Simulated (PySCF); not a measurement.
C₂H₇FOSi, SMILES O([SiH](F)C)C. The structure is a stationary point at B3LYP-D3(BJ)/def2-SVP. This is a generated structure with no PubChem entry under its InChIKey; it may be hypothetical. One conformer was computed; it need not be the lowest.

Computed equilibrium geometry at B3LYP-D3(BJ)/def2-SVP (PySCF confirms it by a frequency run) as bond lengths and angles (one conformer of several):
Atoms: Si1 C2 F3 O4 C5 H6 H7 H8 H9 H10 H11 H12. Bonds (Å): Si1–C2 1.854, Si1–F3 1.632, Si1–O4 1.652, Si1–H6 1.488, C2–H7 1.101, C2–H8 1.101, C2–H9 1.101, O4–C5 1.411, C5–H10 1.104, C5–H11 1.101, C5–H12 1.106. Bond angles (°): C2–Si1–F3 109.4, C2–Si1–O4 108.0, C2–Si1–H6 114.5, F3–Si1–O4 109.0, F3–Si1–H6 105.5, O4–Si1–H6 110.3, Si1–C2–H7 110.6, Si1–C2–H8 110.9, Si1–C2–H9 110.3, H7–C2–H8 108.4, H7–C2–H9 108.2, H8–C2–H9 108.4, Si1–O4–C5 125.7, O4–C5–H10 111.4, O4–C5–H11 108.7, O4–C5–H12 111.9, H10–C5–H11 108.3, H10–C5–H12 108.2, H11–C5–H12 108.1.
Charge 0, spin multiplicity 1.
